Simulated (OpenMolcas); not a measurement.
# Ti: thermal populations, worked from levels

```json
{
 "Program": "OpenMolcas 26.06",
 "Basis": "ANO-RCC-VDZP [5s4p2d1f]",
 "Scalar Hamiltonian": "DKH2, point nucleus",
 "Active space": "4 electrons in 9 orbitals (RAS2 3d 4s; RAS3 4p, at most 2 electrons)",
 "State averaging": "2S+1 = 3 even, 55 roots; 2S+1 = 5 even, 10 roots kept (CI in the orbitals of an earlier block); 2S+1 = 1 even, 50 roots kept (CI in the orbitals of an earlier block, 42 in the spin-orbit step); 2S+1 = 3 odd, 84 roots (57 in the spin-orbit step); 2S+1 = 5 odd, 30 roots kept (CI in the orbitals of an earlier block); 2S+1 = 1 odd, 27 roots kept (CI in the orbitals of an earlier block, 22 in the spin-orbit step)",
 "Spin-orbit coupling": "RASSI with atomic mean-field integrals over the reference wave functions, term energies averaged over their components"
}
```

Methods: RASSCF; MS-RASPT2, IPEA 0.25 Eh, imaginary shift 0.1 Eh (closed shells correlated: 3s 3p). Measured levels: NIST Handbook of Basic Atomic Spectroscopic Data.

**Thermal populations.** Z = Σ (2J + 1) exp(-E/kT) with k = 0.695035 cm-1/K, over the levels below. No other level of either list lies under 6510 cm-1, which is above 7 kT at each temperature.

| Level | 2J + 1 | MS-RASPT2 | measured |
| --- | --- | --- | --- |
| 3d² 4s² ³F₂ | 5 | 0.0 | 0.0 |
| 3d² 4s² ³F₃ | 7 | 144 | 170 |
| 3d² 4s² ³F₄ | 9 | 330 | 387 |

| T (K) | Z, MS-RASPT2 | Z, measured levels | Ground level (%), MS-RASPT2 | Ground level (%), measured levels |
| --- | --- | --- | --- | --- |
| 300 | 10.358 | 9.504 | 48.3 | 52.6 |
| 1000 | 16.288 | 15.638 | 30.7 | 32.0 |

At 1000 K, kT = 695 cm-1, and the computed levels give Z = 5.000 + 5.690 + 5.598 = 16.288.

CASPT2 does not keep the components of a term degenerate, so their means are used; among the terms shown or strongly mixed into the levels shown the widest spread is 2200 cm-1 (3d² 4s² ³F, MS-RASPT2). Some high roots are left out of the spin-orbit mixing, which shifts the levels that they would mix with. Terms from blocks run as CI alone lack orbitals of their own. No level of 3d³ 4p was computed, though it lies in the active space. Without dynamic correlation excited terms often stand tens of per cent too high (terms of higher spin than the ground term too low), and those without a measured partner can miss by more than the paired ones (holds for RASSCF). Computed and measured levels are paired by configuration, term and J; levels that our copy of the source lacks, or whose pairing is in doubt (as where it misses far off the trend of its configuration), stay unpaired and out of the deviations. Levels of configurations outside the active space are missing.
